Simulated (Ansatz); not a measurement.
**Two structures, one formula**

The two ends of one reaction step of BH$_{6}$O$_{3}$F, singlet (PBE0-D4/def2-TZVP).

A:

```
11
angstrom
B -1.0391 -0.2478 -0.1326
H 2.1065 1.9684 -0.7668
O -0.3525 -0.9138 -1.0895
O -2.3052 0.2067 -0.3317
H 1.0773 -0.5996 1.1513
O -0.4511 -0.0119 1.1000
H 2.2230 1.3188 -0.4173
F 1.8463 -1.0287 0.8022
H 0.5380 -1.1684 -0.8168
H -2.6337 0.0040 -1.2105
H -1.0096 0.4722 1.7118
```

B:

```
atom    x (Å)    y (Å)    z (Å)
  B1  -0.0256  -0.1812  -1.1022
  H2   1.0873  -0.5886  -1.2193
  O3  -1.1389  -0.8694  -1.4553
  O4  -0.1958   1.1381  -0.7288
  H5   0.7427  -0.2274   1.6681
  O6   0.2898  -1.0267   1.3648
  H7   0.6680   1.5916   0.5534
  F8   1.1244   1.6747   1.3852
  H9  -0.9556  -1.7763  -1.7063
 H10  -1.1262   1.3865  -0.7029
 H11  -0.4701  -1.1214   1.9433
```

Program: Ansatz 0.2.0. Basis: def2-TZVPP. Cores are frozen in the correlated methods. B3LYP uses VWN-RPA correlation.

(1) Which structure is lower at CCSD(T), and by how much? (Judge from chemistry; the value comes from the calculation.)

T1 diagnostic: at most 0.012.

Results:

(1) By the calculation: A, by 0.864 eV (electronic energy, against the other). By their contacts, A is a complex of BH₃O₃ ([OH][B]([OH])[OH]) + HF + H₂ and B is a complex of BH₃O₂ ([OH][BH][OH]) + H₂O + HF.

All methods give the same order:

```json
{"method": "SPW92", "E(B) − E(A) (eV)": "0.840"}
{"method": "PBE-D4", "E(B) − E(A) (eV)": "0.837"}
{"method": "BLYP-D4", "E(B) − E(A) (eV)": "0.865"}
{"method": "r2SCAN-D4", "E(B) − E(A) (eV)": "0.920"}
{"method": "B97M-V", "E(B) − E(A) (eV)": "0.926"}
{"method": "PBE0-D4", "E(B) − E(A) (eV)": "0.858"}
{"method": "B3LYP-D4", "E(B) − E(A) (eV)": "0.876"}
{"method": "r2SCAN0-D4", "E(B) − E(A) (eV)": "0.918"}
{"method": "BHLYP-D4", "E(B) − E(A) (eV)": "0.892"}
{"method": "CAM-B3LYP-D4", "E(B) − E(A) (eV)": "0.883"}
{"method": "wB97X-V", "E(B) − E(A) (eV)": "0.862"}
{"method": "wB97M-V", "E(B) − E(A) (eV)": "0.873"}
{"method": "B2PLYP", "E(B) − E(A) (eV)": "0.878"}
{"method": "PBE-QIDH", "E(B) − E(A) (eV)": "0.882"}
{"method": "RPA on PBE", "E(B) − E(A) (eV)": "0.844"}
{"method": "HF", "E(B) − E(A) (eV)": "0.942"}
{"method": "MP2", "E(B) − E(A) (eV)": "0.887"}
{"method": "CCSD", "E(B) − E(A) (eV)": "0.864"}
{"method": "CCSD(T)", "E(B) − E(A) (eV)": "0.864"}
```

Labels in which every atom is bracketed show which atoms are joined, not bond orders.

For scale, one of the runs: CCSD(T)/def2-TZVPP, 239 basis functions (an equivalent command: `ansatz run in.yaml --threads 4`). The run took 2.4 min on 4 CPU threads (shared host), with 5.1 GiB of host memory at its peak.
